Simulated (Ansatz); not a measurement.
**C6H6O (vinylfuran): a line through the functionals**

C6H6O: 13 atoms, total charge 0, spin state singlet. SMILES: `C=Cc1ccco1`. Geometry: relaxed at PBE0-D4/def2-TZVP. This is one conformer, not always the lowest.

The HOMO–LUMO gap y, in eV, basis 6-31G(d); a is the functional's share of exact exchange. Programs: Ansatz 0.2.0.

```
functional  program     a  y (eV)
      BLYP   Ansatz     0    3.55
       PBE   Ansatz     0    3.58
     B3LYP   Ansatz   0.2       ?
      PBE0   Ansatz  0.25    5.41
     BHLYP   Ansatz   0.5    7.24
```

Q: Fit y = c + s·a to the known rows and predict B3LYP.

A: 
1. Means of the 4 rows: a = 0.1875, y = 4.945.
2. Σ(Δa)² = 0.17188, Σ(Δa·Δy) = 1.2638, so the slope is 1.2638/0.17188 = 7.3528.
3. Intercept: 4.945 − (7.3528) × 0.1875 = 3.566. The largest residual of the fit is 0.016.
4. B3LYP: 3.566 + (7.3528) × 0.2 = 5.04 eV.

The run gave 5.02 eV, so the prediction is off by +0.02 eV, about the scatter of the fit. Exact exchange lowers occupied levels and raises empty ones.
